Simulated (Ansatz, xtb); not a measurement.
# Ranking isomers of C5H12BP

5 gas-phase structures of C5H12BP, from a drawn sample of its isomers (lower ones may exist). Each was relaxed with GFN2-xTB; where two conformers were screened, the lower at r2SCAN-D4/def2-SVP is listed:

A. `CB(C)P1C[C@H]1C`, a singlet
B. `C[C@@H]1CCCB1P`, a singlet
C. `[BH3-][P@@H+]1CC=C(C)C1`, a singlet
D. `C=C[C@H](C)CBP`, a singlet
E. `CC/C=C(/C)BP`, a singlet

Question: Make a reasoned guess at their ranking by r2SCAN-D4/def2-SVP single-point energy.

Answer: Calculated order at r2SCAN-D4/def2-SVP: B (0.0), A (11.3), C (15.3), E (22.6), D (29.7) kcal/mol.

Energies above the lowest of each column, in kcal/mol; the last columns are at PBE0-D3(BJ)/def2-SVP geometries and were run for some of them only (a dash: not run or not comparable):

```
structure  GFN2-xTB  HF/STO-3G  r2SCAN-D4/def2-SVP  PBE0-D3(BJ)/def2-SVP  CCSD(T)/def2-SVP + ΔMP2/def2-TZVPP
        B       4.4        0.0                 0.0                   0.0                                 0.0
        A      25.7       30.3                11.3                  14.5                                11.0
        C       0.0       30.5                15.3                  16.4                                12.1
        E      21.0       47.0                22.6                     –                                   –
        D      26.5       55.5                29.7                     –                                   –
```

CCSD(T)/def2-SVP + ΔMP2/def2-TZVPP puts B lowest of those it was run on; GFN2-xTB picks C. Flexible structures stand in one conformer each, not always the lowest. Frequencies (GFN2-xTB) were run for A, B, C alone. The ΔMP2 step shifts differences by up to 6.4 kcal/mol, which makes them less sure. ΔMP2 is the change of the MP2 energy from the smaller to the larger basis.

Over these structures GFN2-xTB departs from r2SCAN-D4/def2-SVP by 7.7 kcal/mol on average once a common shift is removed. A GFN2-xTB relaxation took about 0.2 s and the r2SCAN-D4/def2-SVP energy about 2.2 s on a shared host (Ansatz 0.2.0, xtb 6.7.1).
